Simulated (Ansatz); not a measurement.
Steps of a relaxation of C₂H₇BO₃ (`COB(O)OC`) with RKS PBE0-D4/def2-TZVP.

```sh
$ ansatz run in.yaml --threads 4 --pin off --events-out ev --progress --plain --max-ram 10444MiB
```

```yaml
crystal:
  periodic: [false, false, false]
  atoms:
    - {symbol: C, position_ang: [0.348164, -2.059127, -0.489759]}
    - {symbol: O, position_ang: [0.092736, -0.666446, -0.496319]}
    - {symbol: B, position_ang: [0.040195, 0.055560, 0.668465]}
    - {symbol: O, position_ang: [0.253287, -0.553140, 1.884535]}
    - {symbol: O, position_ang: [-0.219903, 1.404901, 0.637636]}
    - {symbol: C, position_ang: [-0.439526, 2.099580, -0.577659]}
    - {symbol: H, position_ang: [-0.603541, -2.634816, -0.469935]}
    - {symbol: H, position_ang: [0.891361, -2.325142, -1.419703]}
    - {symbol: H, position_ang: [0.956510, -2.368797, 0.385769]}
    - {symbol: H, position_ang: [0.205389, 0.107343, 2.598098]}
    - {symbol: H, position_ang: [-1.453470, 2.554200, -0.571566]}
    - {symbol: H, position_ang: [-0.353133, 1.430534, -1.458366]}
    - {symbol: H, position_ang: [0.302331, 2.920748, -0.676396]}
basis:
  gaussian: {orbitals: def2-TZVP}
hamiltonian: {xc: pbe0, dispersion: d4}
relax: {f_tol: 0.005, max_steps: 150}
```

Positions (Å) and forces (eV/Å) along the path, 12 of 39 steps:

```xyz
13
step=1 energy=-9002.9734 eV
C     0.348   -2.059   -0.490    0.065   -0.496    0.030
O     0.093   -0.666   -0.496    0.029   -0.025    0.391
B     0.040    0.056    0.668   -0.005    0.000   -0.187
O     0.253   -0.553    1.885   -0.102    0.692    0.134
O    -0.220    1.405    0.638    0.043   -0.297   -0.203
C    -0.440    2.100   -0.578   -0.071    0.222   -0.392
H    -0.604   -2.635   -0.470    0.463    0.369   -0.004
H     0.891   -2.325   -1.420   -0.277    0.220    0.476
H     0.957   -2.369    0.386   -0.305    0.217   -0.450
H     0.205    0.107    2.598    0.032   -0.483   -0.456
H    -1.453    2.554   -0.572    0.518   -0.282    0.062
H    -0.353    1.431   -1.458   -0.038    0.325    0.486
H     0.302    2.921   -0.676   -0.352   -0.463    0.112
13
step=3 energy=-9003.0230 eV
C     0.348   -2.052   -0.482    0.000   -0.025   -0.006
O     0.093   -0.665   -0.497   -0.003    0.010    0.018
B     0.038    0.055    0.655    0.031    0.008   -0.029
O     0.249   -0.548    1.866   -0.020    0.035   -0.011
O    -0.217    1.394    0.627   -0.006   -0.018    0.002
C    -0.437    2.090   -0.580   -0.005    0.010    0.000
H    -0.592   -2.610   -0.449   -0.010   -0.003    0.004
H     0.875   -2.309   -1.403    0.001    0.002   -0.009
H     0.957   -2.342    0.376    0.008    0.004    0.008
H     0.195    0.094    2.577    0.005   -0.024    0.028
H    -1.435    2.534   -0.561   -0.009    0.004    0.002
H    -0.354    1.432   -1.446    0.002   -0.008   -0.007
H     0.299    2.893   -0.667    0.008    0.006    0.002
13
step=8 energy=-9003.0236 eV rejected
C     0.369   -2.047   -0.479    0.013   -0.146    0.002
O     0.110   -0.660   -0.506    0.042    0.000   -0.008
B     0.022    0.053    0.649   -0.104   -0.029    0.018
O     0.181   -0.568    1.858    0.034    0.007   -0.013
O    -0.242    1.390    0.625    0.029    0.015   -0.009
C    -0.420    2.098   -0.583    0.006   -0.001    0.013
H    -0.547   -2.608   -0.241    0.173    0.090   -0.040
H     0.716   -2.340   -1.476   -0.059    0.034    0.174
H     1.137   -2.299    0.265   -0.128    0.026   -0.134
H     0.100    0.055    2.584   -0.002    0.002    0.004
H    -1.416    2.546   -0.591   -0.007    0.003    0.002
H    -0.313    1.447   -1.452    0.001   -0.007   -0.007
H     0.322    2.898   -0.639    0.004    0.007   -0.002
13
step=10 energy=-9003.0249 eV
C     0.364   -2.049   -0.479    0.001   -0.009    0.000
O     0.113   -0.660   -0.504   -0.004    0.003    0.001
B     0.025    0.054    0.650    0.016    0.001   -0.001
O     0.203   -0.562    1.859   -0.007    0.001    0.001
O    -0.233    1.392    0.625   -0.005    0.000   -0.002
C    -0.426    2.097   -0.582   -0.001   -0.001    0.004
H    -0.563   -2.604   -0.306    0.005    0.003    0.002
H     0.768   -2.333   -1.452   -0.004    0.001    0.003
H     1.080   -2.315    0.302    0.000    0.002   -0.006
H     0.127    0.063    2.583   -0.001   -0.001    0.000
H    -1.422    2.546   -0.577   -0.002    0.002    0.000
H    -0.333    1.442   -1.451    0.001   -0.002   -0.003
H     0.316    2.895   -0.652    0.003    0.002    0.000
13
step=14 energy=-9003.0257 eV
C     0.372   -2.048   -0.478    0.001   -0.013   -0.001
O     0.120   -0.659   -0.508    0.000    0.001    0.003
B     0.018    0.052    0.648    0.003   -0.002   -0.005
O     0.180   -0.569    1.857   -0.003    0.006   -0.002
O    -0.241    1.390    0.624   -0.002   -0.002    0.002
C    -0.421    2.099   -0.582   -0.001    0.000    0.001
H    -0.541   -2.602   -0.238    0.014    0.007    0.000
H     0.715   -2.344   -1.470   -0.007    0.002    0.012
H     1.136   -2.302    0.260   -0.007    0.003   -0.012
H     0.094    0.055    2.582   -0.001   -0.004    0.006
H    -1.414    2.553   -0.584   -0.001    0.001    0.000
H    -0.323    1.446   -1.452    0.001   -0.001   -0.002
H     0.326    2.894   -0.644    0.002    0.001   -0.001
13
step=16 energy=-9003.0265 eV
C     0.384   -2.046   -0.477   -0.007   -0.022    0.008
O     0.125   -0.657   -0.510    0.010   -0.011   -0.003
B     0.004    0.050    0.646   -0.001    0.002    0.000
O     0.145   -0.577    1.854    0.002   -0.019    0.009
O    -0.255    1.388    0.623    0.000    0.000    0.008
C    -0.412    2.102   -0.583   -0.003    0.004   -0.014
H    -0.499   -2.599   -0.138    0.058    0.023   -0.018
H     0.634   -2.359   -1.492   -0.014    0.012    0.057
H     1.219   -2.280    0.191   -0.045    0.007   -0.041
H     0.043    0.035    2.586   -0.002    0.010   -0.017
H    -1.400    2.570   -0.595    0.007   -0.003    0.001
H    -0.313    1.451   -1.454    0.000    0.002    0.006
H     0.345    2.888   -0.636   -0.003   -0.006    0.003
13
step=20 energy=-9003.0274 eV
C     0.399   -2.041   -0.476    0.004   -0.043    0.006
O     0.133   -0.655   -0.513   -0.014    0.011   -0.002
B    -0.015    0.046    0.644    0.044    0.004    0.008
O     0.103   -0.589    1.851   -0.017    0.000   -0.004
O    -0.273    1.383    0.624   -0.013    0.002   -0.012
C    -0.401    2.105   -0.583   -0.002   -0.004    0.008
H    -0.431   -2.590   -0.019    0.038    0.017   -0.020
H     0.529   -2.380   -1.505   -0.005    0.010    0.041
H     1.309   -2.256    0.092   -0.035    0.004   -0.024
H    -0.020    0.022    2.581    0.001   -0.001   -0.004
H    -1.381    2.586   -0.607    0.002    0.000    0.001
H    -0.299    1.454   -1.454    0.000    0.001    0.001
H     0.369    2.879   -0.621   -0.001   -0.002    0.001
13
step=21 energy=-9003.0275 eV
C     0.400   -2.041   -0.475   -0.001    0.001    0.000
O     0.135   -0.654   -0.513    0.001   -0.004    0.001
B    -0.013    0.046    0.644   -0.001    0.007   -0.007
O     0.099   -0.590    1.850    0.000   -0.002    0.004
O    -0.274    1.383    0.623   -0.001   -0.001    0.003
C    -0.401    2.105   -0.583    0.001    0.000   -0.001
H    -0.426   -2.588   -0.013    0.000   -0.001    0.001
H     0.523   -2.381   -1.504    0.000    0.000    0.000
H     1.313   -2.255    0.086    0.001   -0.001   -0.001
H    -0.025    0.021    2.580   -0.001    0.000   -0.001
H    -1.380    2.590   -0.605    0.000    0.000    0.000
H    -0.302    1.455   -1.454    0.000    0.000    0.000
H     0.371    2.877   -0.622    0.000    0.000    0.000
13
step=27 energy=-9003.0277 eV
C     0.423   -2.036   -0.475    0.003   -0.005    0.000
O     0.148   -0.651   -0.513   -0.005   -0.005    0.007
B    -0.029    0.043    0.644    0.010    0.006   -0.007
O     0.060   -0.597    1.850    0.000    0.000    0.002
O    -0.299    1.378    0.623   -0.007    0.001    0.002
C    -0.400    2.104   -0.583    0.000    0.011   -0.010
H    -0.363   -2.582    0.055    0.007    0.005   -0.006
H     0.474   -2.390   -1.505    0.000    0.002    0.008
H     1.377   -2.236    0.020   -0.009    0.001   -0.004
H    -0.086    0.009    2.579   -0.001   -0.002   -0.002
H    -1.341    2.659   -0.582    0.020   -0.011    0.001
H    -0.370    1.446   -1.453   -0.001    0.012    0.012
H     0.426    2.819   -0.646   -0.016   -0.014   -0.002
13
step=30 energy=-9003.0275 eV rejected
C     0.438   -2.032   -0.475   -0.002    0.004    0.001
O     0.155   -0.649   -0.511    0.007    0.015    0.001
B    -0.034    0.043    0.645   -0.010   -0.015    0.001
O     0.052   -0.598    1.851   -0.004    0.002    0.004
O    -0.317    1.376    0.624    0.001    0.005   -0.006
C    -0.407    2.101   -0.583   -0.007    0.051   -0.066
H    -0.349   -2.585    0.044   -0.009   -0.004    0.005
H     0.502   -2.382   -1.505    0.001    0.000   -0.007
H     1.388   -2.227    0.029    0.009    0.000    0.006
H    -0.111    0.004    2.581    0.007   -0.002   -0.007
H    -1.301    2.732   -0.544    0.102   -0.067   -0.011
H    -0.469    1.435   -1.450    0.005    0.080    0.079
H     0.474    2.747   -0.690   -0.100   -0.071    0.000
13
step=32 energy=-9003.0279 eV
C     0.426   -2.035   -0.475    0.000    0.000    0.000
O     0.150   -0.650   -0.512    0.000    0.000    0.000
B    -0.030    0.043    0.644    0.000    0.000    0.000
O     0.060   -0.597    1.850    0.000    0.000    0.000
O    -0.304    1.378    0.624    0.000    0.000    0.000
C    -0.402    2.103   -0.583    0.000    0.000    0.000
H    -0.362   -2.583    0.047    0.000    0.000   -0.001
H     0.485   -2.387   -1.505    0.001    0.000    0.000
H     1.377   -2.235    0.027    0.000    0.000    0.001
H    -0.090    0.008    2.580    0.000    0.000    0.000
H    -1.331    2.678   -0.571    0.001    0.001    0.001
H    -0.397    1.443   -1.452   -0.002    0.000    0.000
H     0.438    2.799   -0.658    0.000   -0.001   -0.001
13
step=39 energy=-9003.0292 eV
C     0.452   -2.025   -0.475    0.001    0.002   -0.002
O     0.166   -0.642   -0.511    0.001   -0.003    0.002
B    -0.036    0.044    0.647    0.000    0.001   -0.003
O     0.051   -0.600    1.851   -0.001    0.002    0.003
O    -0.332    1.374    0.627    0.000   -0.003   -0.003
C    -0.419    2.095   -0.584   -0.002    0.002    0.001
H    -0.362   -2.585   -0.009    0.000    0.000   -0.001
H     0.575   -2.362   -1.504    0.000    0.000    0.000
H     1.372   -2.224    0.081    0.001    0.000   -0.001
H    -0.114    0.001    2.581   -0.001   -0.001    0.002
H    -1.243    2.806   -0.500    0.003    0.002    0.001
H    -0.597    1.434   -1.434   -0.003    0.000    0.001
H     0.507    2.650   -0.755    0.001   -0.002   -0.001
```

Hardware: 4 threads of an Intel Xeon 6975P-C on a shared host. Wall time 75 s, peak host memory 0.65 GiB.
